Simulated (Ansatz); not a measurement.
Ligand-field states of [Cr(H2O)4]2+ (CrO4H8²⁺) at its B3LYP-D4/def2-SVP geometry (relaxed as a quintet).

```xyz
13

Cr    0.0003   -0.0004   -0.0007
O     1.9814   -0.3390    0.3703
H     2.4175   -0.3247    1.2421
H     2.6703   -0.5340   -0.2914
O    -0.0347   -1.6055   -1.2632
H    -0.4740   -1.6502   -2.1323
H     0.3808   -2.4735   -1.1069
O    -1.9813    0.3341   -0.3695
H    -2.6878   -0.3372   -0.3964
H    -2.3992    1.1970   -0.5456
O     0.0349    1.6079    1.2588
H     0.7285    2.2913    1.3062
H    -0.6366    1.8341    1.9285
```

CASSCF(4,5) on the Cr 3d shell in def2-SVP, averaged with equal weights over 5 quintets and 12 triplets and 6 singlets, then SC-NEVPT2; Ansatz, no spin–orbit coupling. The space holds no ligand orbitals and no second d shell, so covalent complexes are described poorly.

Question: Estimate the states' energies above the lowest.

Answer: 
| state | CASSCF (eV) | NEVPT2 (eV) |
| --- | --- | --- |
| quintet 1 | 0.00 | 0.00 |
| quintet 2 | 1.56 | 1.64 |
| quintet 3 | 1.95 | 2.03 |
| quintet 4 | 1.96 | 2.02 |
| quintet 5 | 1.97 | 2.03 |
| triplet 1 | 2.56 | 2.44 |
| triplet 2 | 2.57 | 2.43 |
| triplet 3 | 2.57 | 2.44 |
| triplet 4 | 2.60 | 2.48 |
| triplet 5 | 2.96 | 2.76 |
| triplet 6 | 2.98 | 2.79 |
| triplet 7 | 2.99 | 2.79 |
| triplet 8 | 3.16 | 2.91 |
| triplet 9 | 3.22 | 2.94 |
| triplet 10 | 3.31 | 3.01 |
| triplet 11 | 3.32 | 3.02 |
| triplet 12 | 3.71 | 3.50 |
| singlet 1 | 3.68 | 3.52 |
| singlet 2 | 3.68 | 3.53 |
| singlet 3 | 3.68 | 3.52 |
| singlet 4 | 3.69 | 3.53 |
| singlet 5 | 4.07 | 3.77 |
| singlet 6 | 4.14 | 3.82 |
The lowest NEVPT2 state is a quintet. It took 14 s on 4 threads of Intel Xeon 6975P-C on a shared host, peak host memory 0.64 GiB.
